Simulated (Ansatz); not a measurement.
System: sum formula H4SiSO3 (charge 0, singlet). SMILES: O[Si](O)(O)S
Structure (B3LYP-D3(BJ)/def2-TZVP (Ansatz, a quantum-chemistry and plane-wave program) minimum search):
```
Si
O 1 1.6334
H 2 0.9620 1 116.64
O 1 1.6350 2 106.08 3 -30.27
H 4 0.9607 1 117.97 2 172.21
O 1 1.6385 2 115.47 3 87.48
H 6 0.9608 1 117.95 2 66.16
S 1 2.1335 2 107.31 3 -154.56
H 8 1.3437 1 94.34 2 40.82
```

Quantity: atomisation energy (electronic, to ground-state atoms), in kJ/mol. Cores are frozen in the correlated levels unless marked. UHF or UKS for open shells. Spin-orbit coupling is left out. No relativistic terms. The coupled-cluster limit lacks core correlation, which all-electron functionals hold. CBS marks a two-point X^-3 extrapolation of the correlation energy; Hartree-Fock from the larger set.

```tsv
level	program	atomisation energy (kJ/mol)
HF/6-31G*	Ansatz	2272.7
PBE-D4/def2-TZVPD	Ansatz + dftd4	3533.7
```

Task: Estimate the value at CCSD(T)/CBS(aug-cc-pV(T+d)Z,aug-cc-pV(Q+d)Z) as computed with Ansatz.

Result: 3531.2 kJ/mol
